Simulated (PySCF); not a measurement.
AgBr, optimised at PBE/def2-SVP:

```xyz
2

Ag     0.0028    -0.8913     0.8173
Br    -0.0028     0.8913    -0.8173
```

Energies from PySCF (xtb for GFN2), thermal terms from the rigid-rotor harmonic-oscillator model, ideal gas at 1 bar. All species are closed-shell singlets. Ag: scalar-relativistic def2 core potential, no spin-orbit coupling. Br: all electrons, no relativistic terms.

Problem. List the harmonic frequencies (cm⁻¹, unscaled) at this level and at the other levels, each on its own geometry.

Solution. 
- PBE/def2-SVP: 238
- GFN2-xTB: 246
- PBE0/def2-TZVP: 241
